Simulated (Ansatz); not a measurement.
`BOCO` → `[CH2]O`• + `B[O]`•  (homolysis of the C–O bond)

Program: Ansatz. Geometries: PBE0-D4/def2-TZVP. ΔE: electronic, gas phase. CCSD(T)/CBS adds triple-zeta CCSD(T) − MP2 to the extrapolated MP2 energy (def2 sets, frozen cores). This one scheme is used for every species. Functionals use def2-TZVPP. Open shells (•) are unrestricted, without spin–orbit coupling. One conformer a species, not always the lowest.

```json
{"level": "PBE", "ΔE (kJ/mol)": "324.6"}
{"level": "HF/def2-SVP", "ΔE (kJ/mol)": "257.3"}
```

Question: What does CCSD(T)/CBS give? (An estimate is asked.)

Answer: Ansatz gave: +373.3 kJ/mol. The listed levels differ from it by -48.7, -116.0 kJ/mol.

Largest T1 diagnostic among the species: 0.040.

Leaving LDA and LC-ωPBE aside and taking each functional with its dispersion term where it has one, the values, not all of them listed here, spread over 60.0 kJ/mol, from BLYP-D4 to PBE-QIDH. LDA lies +70.1 kJ/mol from PBE without D4, its usual overbinding. From r2SCAN to r2SCAN0 (25 % exact exchange), in def2-TZVPP and without D4, ΔE moves by +8.2 kJ/mol.
